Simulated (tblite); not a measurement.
Record of a relaxation.

Species: C₆H₁₄SSi.
SMILES with atom numbers: `[CH3:1][C@:2]1([SiH3:3])[CH2:4][CH2:5][CH2:6][S:7][CH2:8]1` (hydrogens: H9, H10, H11 on C1; H12, H13, H14 on Si3; H15, H16 on C4; H17, H18 on C5; H19, H20 on C6; H21, H22 on C8)

Computed with GFN2-xTB (tblite), gas phase: L-BFGS steps from a force-field or distance-geometry start until the largest atomic force falls under 0.01 eV/Å. 7 of its 51 geometries are shown.

Step 0: E = -679.3181 eV, largest atomic force 0.913 eV/Å
```
atom  x, y, z in Å  |  force x, y, z in eV/Å
C1     -1.276    1.043   -0.832   -0.491  -0.119  -0.009
C2     -0.655   -0.116   -0.039   -0.344  -0.402   0.744
Si3    -2.123   -1.033    0.999    0.395   0.567  -0.531
C4      0.394    0.420    0.982   -0.405  -0.518   0.450
C5      1.653    1.006    0.365    0.109   0.347  -0.247
C6      2.411    0.016   -0.514    0.367   0.077   0.574
S7      1.417   -0.569   -1.908   -0.061   0.109  -0.153
C8     -0.019   -1.174   -0.968   -0.615   0.179   0.315
H9     -1.764    1.766   -0.163    0.172  -0.293  -0.075
H10    -0.550    1.595   -1.416    0.224  -0.083  -0.103
H11    -2.051    0.679   -1.531    0.381   0.053   0.313
H12    -3.129   -1.543    0.019    0.366   0.182   0.364
H13    -2.750   -0.030    1.919    0.278  -0.407  -0.373
H14    -1.527   -2.148    1.762   -0.116   0.214  -0.132
H15    -0.068    1.186    1.633    0.036  -0.238  -0.386
H16     0.702   -0.398    1.675   -0.205   0.264  -0.501
H17     2.320    1.346    1.167   -0.024  -0.122  -0.032
H18     1.404    1.901   -0.218   -0.007  -0.184  -0.047
H19     3.314    0.498   -0.909   -0.265  -0.125  -0.176
H20     2.748   -0.844    0.085   -0.229   0.059  -0.170
H21    -0.766   -1.522   -1.701    0.356   0.256   0.089
H22     0.302   -2.059   -0.409    0.077   0.181   0.086
```

Step 8: E = -679.4852 eV, largest atomic force 0.136 eV/Å
```
atom  x, y, z in Å  |  force x, y, z in eV/Å
C1     -1.276    1.029   -0.819    0.064  -0.051   0.018
C2     -0.665   -0.120   -0.013   -0.098  -0.041   0.085
Si3    -2.078   -1.000    0.963   -0.042   0.003   0.017
C4      0.381    0.406    0.985   -0.053  -0.025  -0.016
C5      1.644    1.010    0.363   -0.051   0.003   0.038
C6      2.407    0.018   -0.495   -0.021   0.032   0.024
S7      1.384   -0.530   -1.892    0.047   0.032  -0.120
C8     -0.035   -1.154   -0.938   -0.058   0.029   0.050
H9     -1.751    1.748   -0.151    0.046  -0.003  -0.052
H10    -0.518    1.543   -1.405    0.006   0.013  -0.032
H11    -2.030    0.653   -1.509    0.010   0.000   0.019
H12    -3.084   -1.518    0.038    0.036   0.022  -0.061
H13    -2.711   -0.052    1.879    0.045   0.058  -0.010
H14    -1.530   -2.112    1.738    0.072  -0.026   0.011
H15    -0.091    1.171    1.608    0.027  -0.051   0.029
H16     0.686   -0.418    1.639    0.001   0.025   0.006
H17     2.299    1.341    1.174    0.013   0.050   0.010
H18     1.390    1.884   -0.239   -0.015  -0.004   0.001
H19     3.288    0.481   -0.938    0.003  -0.030   0.009
H20     2.715   -0.856    0.083   -0.051  -0.031  -0.026
H21    -0.745   -1.482   -1.697   -0.010  -0.035   0.025
H22     0.309   -2.025   -0.375    0.029   0.032  -0.024
```

Step 17: E = -679.4992 eV, largest atomic force 0.091 eV/Å
```
atom  x, y, z in Å  |  force x, y, z in eV/Å
C1     -1.264    1.022   -0.820    0.038  -0.011   0.002
C2     -0.668   -0.124   -0.002   -0.006   0.002  -0.011
Si3    -2.076   -1.000    0.968   -0.006   0.001   0.005
C4      0.375    0.397    0.999   -0.014   0.002  -0.028
C5      1.627    1.013    0.368   -0.018   0.004   0.034
C6      2.385    0.020   -0.496   -0.036   0.003  -0.010
S7      1.359   -0.497   -1.905    0.035   0.036  -0.076
C8     -0.037   -1.149   -0.934    0.023   0.003   0.011
H9     -1.723    1.763   -0.168    0.016  -0.009  -0.023
H10    -0.501    1.514   -1.420   -0.005   0.002  -0.022
H11    -2.023    0.643   -1.503   -0.006   0.023   0.027
H12    -3.057   -1.501    0.006   -0.004  -0.005   0.032
H13    -2.679   -0.020    1.871   -0.010  -0.028   0.003
H14    -1.498   -2.108    1.733   -0.033   0.013  -0.003
H15    -0.097    1.149    1.638    0.015  -0.014  -0.008
H16     0.689   -0.429    1.646    0.011   0.010  -0.025
H17     2.283    1.359    1.171    0.046   0.007   0.018
H18     1.362    1.881   -0.238   -0.022  -0.009   0.006
H19     3.282    0.466   -0.923   -0.016  -0.005   0.004
H20     2.661   -0.875    0.065   -0.016   0.000   0.023
H21    -0.755   -1.498   -1.677    0.012  -0.007   0.024
H22     0.344   -2.008   -0.379   -0.005  -0.017   0.016
```

Step 25: E = -679.5021 eV, largest atomic force 0.041 eV/Å
```
atom  x, y, z in Å  |  force x, y, z in eV/Å
C1     -1.254    1.022   -0.826   -0.005   0.005   0.010
C2     -0.663   -0.124   -0.004   -0.023   0.008   0.002
Si3    -2.075   -0.997    0.966   -0.009  -0.006   0.006
C4      0.376    0.395    1.002   -0.011  -0.003  -0.013
C5      1.623    1.017    0.371   -0.013   0.007   0.006
C6      2.373    0.024   -0.497    0.000  -0.001  -0.011
S7      1.355   -0.482   -1.915    0.011   0.008  -0.039
C8     -0.029   -1.148   -0.935   -0.016  -0.009   0.017
H9     -1.701    1.770   -0.175    0.015   0.023   0.011
H10    -0.495    1.505   -1.440   -0.005  -0.028  -0.002
H11    -2.028    0.648   -1.495    0.001  -0.002  -0.002
H12    -3.060   -1.503    0.012   -0.005   0.002   0.008
H13    -2.680   -0.024    1.874   -0.002  -0.007  -0.006
H14    -1.506   -2.107    1.735   -0.007   0.004  -0.003
H15    -0.098    1.140    1.646    0.007  -0.013   0.002
H16     0.695   -0.436    1.640   -0.001   0.002   0.004
H17     2.289    1.361    1.167   -0.002   0.007   0.017
H18     1.347    1.884   -0.230    0.012   0.022  -0.007
H19     3.277    0.463   -0.915    0.016   0.000  -0.005
H20     2.632   -0.876    0.063    0.021  -0.008   0.009
H21    -0.750   -1.509   -1.668    0.001  -0.002  -0.018
H22     0.361   -2.002   -0.379    0.016  -0.011   0.017
```

Step 33: E = -679.5031 eV, largest atomic force 0.025 eV/Å
```
atom  x, y, z in Å  |  force x, y, z in eV/Å
C1     -1.253    1.022   -0.826    0.004   0.004  -0.010
C2     -0.666   -0.126   -0.004   -0.010   0.015   0.002
Si3    -2.079   -0.998    0.967   -0.002  -0.003   0.003
C4      0.375    0.393    1.000   -0.003  -0.004   0.004
C5      1.621    1.020    0.371   -0.007   0.001   0.012
C6      2.372    0.028   -0.500    0.005   0.000   0.003
S7      1.352   -0.475   -1.918    0.012   0.003  -0.011
C8     -0.027   -1.149   -0.935   -0.015  -0.001   0.016
H9     -1.680    1.783   -0.177    0.009  -0.006   0.001
H10    -0.492    1.486   -1.451    0.004  -0.001  -0.010
H11    -2.036    0.654   -1.486   -0.018   0.001   0.010
H12    -3.069   -1.504    0.018    0.003   0.003  -0.005
H13    -2.686   -0.027    1.875    0.004   0.004  -0.006
H14    -1.514   -2.108    1.737    0.002   0.000  -0.003
H15    -0.098    1.132    1.651   -0.003   0.007  -0.009
H16     0.698   -0.439    1.634    0.008  -0.013   0.005
H17     2.285    1.360    1.170    0.010  -0.002   0.010
H18     1.349    1.892   -0.226   -0.008  -0.002  -0.008
H19     3.280    0.462   -0.915    0.000   0.023  -0.010
H20     2.629   -0.873    0.060    0.009  -0.014   0.008
H21    -0.744   -1.517   -1.668   -0.006  -0.002  -0.002
H22     0.372   -1.997   -0.375    0.002  -0.013   0.001
```

Step 42: E = -679.5042 eV, largest atomic force 0.030 eV/Å
```
atom  x, y, z in Å  |  force x, y, z in eV/Å
C1     -1.250    1.020   -0.829    0.006  -0.001  -0.003
C2     -0.668   -0.129   -0.005    0.003   0.018   0.002
Si3    -2.083   -0.998    0.965    0.007   0.004  -0.004
C4      0.373    0.387    1.000   -0.002  -0.001   0.012
C5      1.619    1.018    0.376   -0.017   0.007  -0.001
C6      2.374    0.034   -0.500   -0.005   0.003  -0.007
S7      1.352   -0.474   -1.915    0.021  -0.005  -0.021
C8     -0.026   -1.153   -0.932   -0.006   0.010   0.007
H9     -1.639    1.802   -0.178    0.007  -0.011  -0.008
H10    -0.496    1.456   -1.482    0.000  -0.001   0.006
H11    -2.062    0.665   -1.461   -0.005  -0.005   0.014
H12    -3.075   -1.500    0.015    0.005   0.001  -0.003
H13    -2.688   -0.021    1.870    0.003  -0.003   0.000
H14    -1.519   -2.109    1.734   -0.006   0.007  -0.001
H15    -0.100    1.126    1.651   -0.005  -0.003   0.011
H16     0.697   -0.446    1.631   -0.005  -0.012   0.018
H17     2.281    1.358    1.178   -0.003  -0.005  -0.006
H18     1.345    1.889   -0.220   -0.007   0.020  -0.002
H19     3.272    0.485   -0.920    0.009  -0.013  -0.010
H20     2.646   -0.866    0.055    0.010   0.004   0.003
H21    -0.742   -1.524   -1.665    0.007  -0.006  -0.004
H22     0.377   -1.998   -0.371   -0.016  -0.006  -0.002
```

Step 50: E = -679.5047 eV, largest atomic force 0.010 eV/Å
```
atom  x, y, z in Å  |  force x, y, z in eV/Å
C1     -1.247    1.020   -0.829    0.001  -0.002   0.003
C2     -0.666   -0.130   -0.005    0.001   0.007   0.003
Si3    -2.084   -0.996    0.963    0.002  -0.001   0.000
C4      0.373    0.385    1.003    0.004  -0.001  -0.001
C5      1.617    1.018    0.377   -0.004   0.003   0.002
C6      2.375    0.038   -0.502   -0.005   0.001   0.001
S7      1.355   -0.480   -1.915    0.006   0.002  -0.003
C8     -0.025   -1.154   -0.932   -0.007   0.000   0.007
H9     -1.620    1.809   -0.179    0.004  -0.002  -0.004
H10    -0.498    1.444   -1.496   -0.005  -0.005   0.006
H11    -2.072    0.667   -1.446    0.004   0.004  -0.002
H12    -3.074   -1.498    0.011   -0.001   0.000  -0.005
H13    -2.688   -0.019    1.868   -0.002   0.001   0.000
H14    -1.523   -2.107    1.733   -0.002  -0.002   0.003
H15    -0.102    1.121    1.656    0.003  -0.003  -0.005
H16     0.695   -0.450    1.634    0.008  -0.004  -0.002
H17     2.280    1.356    1.178    0.000   0.004  -0.001
H18     1.338    1.891   -0.215    0.000   0.003  -0.002
H19     3.270    0.492   -0.925   -0.003  -0.001   0.000
H20     2.655   -0.860    0.054    0.000   0.001   0.004
H21    -0.741   -1.525   -1.665   -0.001   0.001  -0.003
H22     0.374   -2.001   -0.369   -0.002  -0.006  -0.001
```

Question: Summarise the path.

Answer: The energy falls by 0.1867 eV from step 0 to step 50; nine tenths of that is first reached at step 9. It falls at every step. The largest force goes from 0.913 to 0.010 eV/Å. Among the bonds C2–Si3 changes most, from 2.018 to 1.923 Å; the atoms move by 0.081 Å rms after alignment.

Question: Follow the three bonds and two angles with the largest change from start to end.

Answer: 
```csv
step,E above end (eV),largest force (eV/Å),C2–Si3 (Å),Si3–H13 (Å),Si3–H12 (Å),H19–C6–H20 (°),H21–C8–H22 (°)
0,0.1867,0.913,2.018,1.498,1.494,106.7,106.4
2,0.0756,0.366,1.954,1.477,1.476,108.2,107.0
4,0.0390,0.309,1.926,1.459,1.460,108.7,107.6
7,0.0226,0.206,1.931,1.460,1.460,109.0,108.6
9,0.0173,0.088,1.928,1.463,1.463,109.2,109.1
11,0.0134,0.149,1.926,1.464,1.464,109.1,109.1
13,0.0100,0.085,1.927,1.462,1.462,109.1,109.0
15,0.0074,0.119,1.926,1.462,1.462,109.1,108.9
17,0.0055,0.091,1.921,1.463,1.463,109.2,108.9
20,0.0040,0.056,1.920,1.461,1.461,109.1,108.7
22,0.0034,0.036,1.922,1.461,1.461,109.1,108.6
24,0.0029,0.042,1.922,1.462,1.461,109.3,108.6
26,0.0024,0.032,1.923,1.463,1.462,109.4,108.8
28,0.0022,0.026,1.923,1.462,1.462,109.4,108.9
30,0.0019,0.031,1.924,1.462,1.461,109.3,109.0
33,0.0016,0.025,1.923,1.462,1.462,109.1,108.9
35,0.0014,0.022,1.923,1.463,1.462,109.1,108.7
37,0.0012,0.025,1.923,1.462,1.462,109.2,108.7
39,0.0010,0.036,1.924,1.461,1.461,109.4,108.8
41,0.0006,0.031,1.924,1.462,1.461,109.4,109.0
43,0.0004,0.024,1.923,1.463,1.462,109.3,109.0
46,0.0001,0.018,1.923,1.462,1.462,109.1,108.8
48,0.0000,0.011,1.923,1.462,1.461,109.2,108.8
50,0.0000,0.010,1.923,1.462,1.462,109.2,108.9
```

The cost below is that of the whole relaxation. On an Arm Neoverse V1 with one thread, shared host, this took 0.45 s.
